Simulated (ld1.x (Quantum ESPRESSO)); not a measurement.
**fluorine (F): excitation energies, all-electron against TM**

ld1.x (Quantum ESPRESSO) 7.5 input, shortened:

```
&input
   title='F', zed=9., rel=2, dft='PBE', iswitch=3,
   config='[He] 2s2 2p5', rel_dist='average'
 /
 &inputp
   pseudotype=2, tm=.true., lloc=0,
   nlcc=.false.
 /
2
2P  2  1   5.00   0.00  1.20  1.20  0.0
2S  1  0   2.00   0.00  0.80  0.80  0.0
 &test
   configts(1)='2s2 2p5'
 /
```

Open shells are filled in proportion to 2j + 1 (rel_dist='average').

Energies are relative to the spin-unpolarised reference configuration 2s2 2p5; without spin polarisation the order of configurations can differ from experiment.

```csv
valence configuration,charge,ΔE all-electron (eV),error AE − PS (meV)
2s2 2p4,+1,19.390,+7.4
2s2 2p3,+2,57.775,+84
2s2 2p2,+3,118.413,+395
2s1 2p5,+1,38.493,-18
2s2 2p5.3,-0.3,-2.670,+0.1
```

Task: What are ΔE and the potential's error for 2s2 2p4.5?

Result: ΔE = 7.543 eV all-electron; the error (AE − PS) is +0.8 meV.

Task: What are ΔE and the potential's error for 2s2 2p1?

Result: ΔE = 204.215 eV all-electron; the error (AE − PS) is +1269 meV.
